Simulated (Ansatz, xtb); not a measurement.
Two isomers of C6H8O2

We compare X, `O=C1C[C@@H]2C[C@H]1CO2`, a singlet, with Y, `OC1=C[C@@H]2C[C@H]1CO2`, a singlet. Both are isolated molecules in the gas phase, relaxed with PBE0-D3(BJ)/def2-SVP; the shapes shown needn't be the lowest conformers.

X (Å):

```xyz
16

C    -1.3555    1.4753    2.0499
C    -1.3640    1.3106    0.5279
C    -1.2837   -0.2115    0.4008
C    -2.1668   -0.6848    1.5576
C    -1.3171    0.0538    2.6009
C     0.0725   -0.4839    2.2136
O    -1.3648    2.5020    2.6718
O     0.0182   -0.6209    0.8003
H    -0.5143    1.8338    0.0659
H    -2.2946    1.7283    0.1094
H    -1.4925   -0.6216   -0.5955
H    -2.1571   -1.7776    1.6786
H    -3.2054   -0.3269    1.5000
H    -1.5703   -0.0231    3.6643
H     0.2589   -1.4656    2.6845
H     0.8908    0.1966    2.5039
```

Y (Å):

```xyz
16

C    -1.1335    1.0626    0.6992
C    -2.4061    0.7356    0.9985
C    -2.2813   -0.2164    2.1675
C    -1.1027    0.3866    2.9331
C    -0.2242    0.3534    1.6714
C    -0.3762   -1.1525    1.3299
O    -0.6014    1.7541   -0.3163
O    -1.7093   -1.4571    1.6924
H    -1.3097    2.0464   -0.9025
H    -3.3096    0.9410    0.4233
H    -3.1970   -0.4560    2.7209
H    -1.2862    1.4033    3.3036
H    -0.7406   -0.2645    3.7434
H     0.8068    0.7250    1.7234
H    -0.2004   -1.3568    0.2597
H     0.3263   -1.7644    1.9229
```

Q: Estimate which is lower in electronic energy at CCSD(T)/def2-SVP + ΔMP2/def2-TZVPP, and by roughly how much.

A: The CCSD(T)/def2-SVP + ΔMP2/def2-TZVPP calculation puts structure X lower, by 16.9 kcal/mol.

Level by level:

```csv
level,geometry,E(Y) − E(X) (kcal/mol),departure from the last row (kcal/mol),"job, with rough time for the two"
GFN2-xTB,GFN2-xTB,+13.7,−3.2,"optimisation, 0.34 s"
HF/STO-3G,GFN2-xTB,+25.9,+9.1,"single point, 2 s"
r2SCAN-D4/def2-SVP,GFN2-xTB,+18.4,+1.5,"single point, 13 s"
PBE0-D3(BJ)/def2-SVP,PBE0-D3(BJ)/def2-SVP,+17.9,+1.0,"optimisation, 2.7 min"
HF/def2-SVP,PBE0-D3(BJ)/def2-SVP,+22.4,+5.5,part of the CCSD(T) run
MP2/def2-SVP,PBE0-D3(BJ)/def2-SVP,+18.2,+1.4,part of the CCSD(T) run
CCSD(T)/def2-SVP,PBE0-D3(BJ)/def2-SVP,+19.1,+2.3,single point
CCSD(T)/def2-SVP + ΔMP2/def2-TZVPP,PBE0-D3(BJ)/def2-SVP,+16.9,,"single point, 5.8 min"
```

As drawn, Y has 1 C–O, 1 C=C, 1 O–H in place of 1 C=O, 1 C–C, 1 C–H.

None of the levels shown reverses the order. The largest departure from CCSD(T)/def2-SVP + ΔMP2/def2-TZVPP is that of HF/STO-3G, 9.1 kcal/mol. The last row adds to CCSD(T) the change of the MP2 difference between the two basis sets, here −2.3 kcal/mol.

With thermal terms from frequencies at re-optimised GFN2-xTB minima (ideal gas, soft modes damped towards free rotors, one conformer each, 298.15 K, 1 atm): on the last row, ΔE + ΔZPE = +16.6, ΔH = +16.7, ΔG = +16.8 kcal/mol.

The correlated steps freeze 8 core orbitals. Run with Ansatz 0.2.0, xtb 6.7.1; the last row on 2 threads of Intel(R) Xeon(R) Processor @ 2.50GHz (Skylake/Cascade Lake) on a shared host.
